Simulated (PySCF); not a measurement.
Geometry (Å), atoms numbered from 1 in this order:
```xyz
21

C     3.566    0.820    0.584
O     2.248    0.385    0.472
C     2.115   -0.867   -0.142
Si    0.275   -1.314   -0.227
C    -0.572   -0.972    1.426
C    -2.008   -0.478    1.166
Si   -1.994    0.543   -0.428
N    -0.665   -0.248   -1.237
H     4.051    0.928   -0.407
H     4.182    0.122    1.186
H     3.560    1.801    1.080
H     2.565   -0.872   -1.159
H     2.654   -1.659    0.425
H     0.225   -2.743   -0.686
H     0.035   -0.171    1.884
H    -0.542   -1.827    2.119
H    -2.683   -1.335    0.995
H    -2.420    0.078    2.024
H    -3.275    0.442   -1.198
H    -1.756    2.004   -0.182
H    -0.420   -0.051   -2.200
```

Geometry: PBE0-D3(BJ)/def2-SVP; GIAO shifts from PySCF 2.14.0 with density-fitted response routines, gas phase, non-relativistic, averaged over equivalent atoms.

At PBE0/pcSseg-1 (215 basis functions, 47 s wall time on 1 thread of an Intel Xeon Platinum 8488C, shared host):
```json
{"atoms": "C3", "δ (ppm)": "64.8"}
{"atoms": "C1", "δ (ppm)": "63.2"}
{"atoms": "C6", "δ (ppm)": "6.3"}
{"atoms": "C5", "δ (ppm)": "3.2"}
{"atoms": "O2", "δ (ppm)": "0.4"}
{"atoms": "Si4", "δ (ppm)": "0.0"}
{"atoms": "Si7", "δ (ppm)": "-19.2"}
{"atoms": "N8", "δ (ppm)": "16.1"}
{"atoms": "H19", "δ (ppm)": "4.87"}
{"atoms": "H20", "δ (ppm)": "4.82"}
{"atoms": "H14", "δ (ppm)": "4.79"}
{"atoms": "H9/H10/H11", "δ (ppm)": "3.23"}
{"atoms": "H12", "δ (ppm)": "3.02"}
{"atoms": "H13", "δ (ppm)": "2.68"}
{"atoms": "H15", "δ (ppm)": "1.23"}
{"atoms": "H18", "δ (ppm)": "1.04"}
{"atoms": "H17", "δ (ppm)": "0.90"}
{"atoms": "H16", "δ (ppm)": "0.85"}
{"atoms": "H21", "δ (ppm)": "-0.19"}
```

Referencing at the same level of theory: 13C (184.41 ppm), 29Si (351.99 ppm), 1H (31.27 ppm) vs TMS; H2O for 17O (334.56 ppm); 15N (265.67 ppm) against NH3.

Estimate the result of repeating the calculation with WP04/pcSseg-1.

Results:


```json
{"atoms": "C3", "δ at WP04/pcSseg-1": "64.9", "change": "+0.1"}
{"atoms": "C1", "δ at WP04/pcSseg-1": "63.7", "change": "+0.5"}
{"atoms": "C6", "δ at WP04/pcSseg-1": "8.4", "change": "+2.1"}
{"atoms": "C5", "δ at WP04/pcSseg-1": "5.5", "change": "+2.3"}
{"atoms": "O2", "δ at WP04/pcSseg-1": "5.4", "change": "+5.0"}
{"atoms": "Si4", "δ at WP04/pcSseg-1": "-8.4", "change": "-8.4"}
{"atoms": "Si7", "δ at WP04/pcSseg-1": "-25.4", "change": "-6.2"}
{"atoms": "N8", "δ at WP04/pcSseg-1": "7.8", "change": "-8.3"}
{"atoms": "H19", "δ at WP04/pcSseg-1": "4.12", "change": "-0.75"}
{"atoms": "H20", "δ at WP04/pcSseg-1": "4.11", "change": "-0.71"}
{"atoms": "H14", "δ at WP04/pcSseg-1": "4.08", "change": "-0.71"}
{"atoms": "H9/H10/H11", "δ at WP04/pcSseg-1": "3.09", "change": "-0.14"}
{"atoms": "H12", "δ at WP04/pcSseg-1": "2.88", "change": "-0.14"}
{"atoms": "H13", "δ at WP04/pcSseg-1": "2.61", "change": "-0.07"}
{"atoms": "H15", "δ at WP04/pcSseg-1": "1.16", "change": "-0.07"}
{"atoms": "H18", "δ at WP04/pcSseg-1": "0.89", "change": "-0.15"}
{"atoms": "H17", "δ at WP04/pcSseg-1": "0.74", "change": "-0.16"}
{"atoms": "H16", "δ at WP04/pcSseg-1": "0.73", "change": "-0.12"}
{"atoms": "H21", "δ at WP04/pcSseg-1": "-0.20", "change": "-0.01"}
```

Shifts are taken against calculated references (same method and geometry level): 13C (σref 172.44) and 29Si (σref 338.69) and 1H (σref 31.56) against TMS; 17O (σref 317.54) vs H2O; 15N (σref 246.90) vs NH3.

The largest change is at Si4 (silicon bonded to 2 C, N, H, in a 5-membered ring). Cost: 215 basis functions, 36 s wall time on 1 thread of an Intel Xeon Platinum 8488C, shared host. The order of the carbon signals is the same at both levels.

Experimental scales use liquid or dissolved standards, which lie at an offset from isolated NH3 (liquid NH3: subtract about 20 ppm) and H2O (liquid H2O: subtract about 36 ppm).
